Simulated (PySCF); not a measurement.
# Bond lengths and vibrations by method: AlBH2NO

These are calculations, not measurements. The program is PySCF 2.14.0, an open-source quantum chemistry code, run on an isolated molecule that a program drew, which may never have been made. The molecule is AlBH2NO (charge 0, doublet), drawn as the SMILES string `O=B[NH][AlH]`.

The geometry was optimised and harmonic frequencies were computed with HF and MP2, all in the cc-pV(D+d)Z basis, for the commonest isotopes, with a restricted reference for singlets and an unrestricted one otherwise, and a frozen core in MP2. Each result is a local minimum of its method.

Geometry at the HF minimum:
```xyz
6
AlBH2NO, angstrom
O    -2.2956   -0.3307    2.7340
B    -1.5901   -1.2905    2.6102
N    -0.7733   -2.4066    2.4601
Al   -0.6468   -3.5288    1.0396
H    -0.1966   -2.5741    3.2678
H    -1.5943   -3.1806   -0.1800
```

Lengths of the bonds as drawn, in Å (atoms numbered as above):
```
bond,HF,MP2
O1-B2,1.198,1.229
B2-N3,1.391,1.410
N3-Al4,1.815,1.824
N3-H5,1.006,1.021
Al4-H6,1.583,1.585
```

Rotational constants, in GHz:
| constant | HF | MP2 |
|---|---|---|
| A | 32.68 | 30.55 |
| B | 2.829 | 2.804 |
| C | 2.603 | 2.568 |

Harmonic frequencies in cm^-1, each column in rising order, so a row needn't be the same motion in every method:
| rank | HF | MP2 |
|---|---|---|
| 1 | 150 | 134 |
| 2 | 220 | 207 |
| 3 | 501 | 455 |
| 4 | 501 | 487 |
| 5 | 590 | 509 |
| 6 | 623 | 598 |
| 7 | 747 | 706 |
| 8 | 1067 | 999 |
| 9 | 1293 | 1181 |
| 10 | 1953 | ? |
| 11 | 2157 | 1998 |
| 12 | 3771 | 3608 |

**Estimate the missing MP2 frequency from the HF column.**

A single factor s that minimises the squared misfit of MP2 against s times HF over the other rows is sum(HF x MP2) / sum(HF^2) = 0.9446, with an rms misfit of 28 cm^-1. For rank 10 it gives 0.9446 x 1953 = 1845 cm^-1. The calculation gives 1929 cm^-1, 84 cm^-1 above the estimate. The drawn bonds are on average 1.2 % longer in MP2 than in HF.
